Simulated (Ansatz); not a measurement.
Molecule: diisocyanatosilane, C2H2N2O2Si, charge 0, multiplicity 1. 
Coordinates optimised at B3LYP-D3(BJ)/def2-TZVP (Ansatz, a quantum-chemistry and plane-wave program):
```xyz
9

O     -2.9947     1.1583     0.7579
C     -2.1687     0.3710     0.5183
N     -1.3396    -0.4577     0.2867
Si     0.0445    -1.3168    -0.2116
N      1.3637    -0.2557    -0.4014
C      2.1340     0.6565    -0.3532
O      2.9038     1.5318    -0.3256
H     -0.2313    -1.9517    -1.5085
H      0.3752    -2.3061     0.8242
```
Charge 0, spin multiplicity 1.

Wanted: atomisation energy (electronic, to ground-state atoms), in kcal/mol. Valence correlation only, unless marked. UHF or UKS for open shells. No spin-orbit coupling. No relativistic terms. The coupled-cluster limit lacks core correlation, which all-electron functionals hold. Basis-set limits of correlation are two-point, X^-3; Hartree-Fock from the larger set. [CCSD(T)-MP2]/basis is that difference in the basis named.

```json
[
 {"level": "CAM-B3LYP-D3(BJ)/def2-TZVPD", "program": "Ansatz + dftd3", "atomisation energy (kcal/mol)": "1018.7"},
 {"level": "RI-MP2/cc-pV(Q+d)Z", "program": "Ansatz", "atomisation energy (kcal/mol)": "1040.2"},
 {"level": "SCS-MP2/cc-pV(T+d)Z", "program": "Ansatz", "atomisation energy (kcal/mol)": "1002.8"},
 {"level": "CCSD/STO-3G", "program": "Ansatz", "atomisation energy (kcal/mol)": "797.1"},
 {"level": "CCSD(T)/cc-pV(D+d)Z", "program": "Ansatz", "atomisation energy (kcal/mol)": "900.5"},
 {"level": "RI-MP2/CBS(aug-cc-pV(T+d)Z,aug-cc-pV(Q+d)Z)+[CCSD(T)-MP2]/aug-cc-pV(Q+d)Z", "program": "Ansatz", "atomisation energy (kcal/mol)": "1006.7"},
 {"level": "CCSD(T)/CBS(aug-cc-pV(T+d)Z,aug-cc-pV(Q+d)Z)", "program": "Ansatz", "atomisation energy (kcal/mol)": "1007.1"}
]
```
